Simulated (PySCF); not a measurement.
SMILES C([SiH2][SiH3])#N (B3LYP/def2-SVP optimised geometry):

```
9

N      2.635    -1.056     0.002
C      1.474    -1.095     0.000
Si    -0.392    -1.095     0.000
Si    -1.143     1.141     0.000
H     -0.825    -1.834     1.217
H     -0.826    -1.835    -1.217
H     -2.635     1.142     0.005
H     -0.646     1.832    -1.223
H     -0.638     1.835     1.218
```

Level of theory: B3LYP/def2-TZVP (PySCF).

Problem. What are the frontier orbital energies and the dipole moment?

Solution. HOMO-2 -9.94 eV, HOMO-1 -9.45 eV, HOMO -8.64 eV, LUMO -1.03 eV, LUMO+1 -0.94 eV; dipole moment 3.76 D.

Meta-Löwdin charges at B3LYP/def2-TZVP: N1 -0.18, C2 -0.14, Si3 0.40, Si4 0.26, H5 -0.07, H6 -0.07, H7 -0.08, H8 -0.07, H9 -0.07.
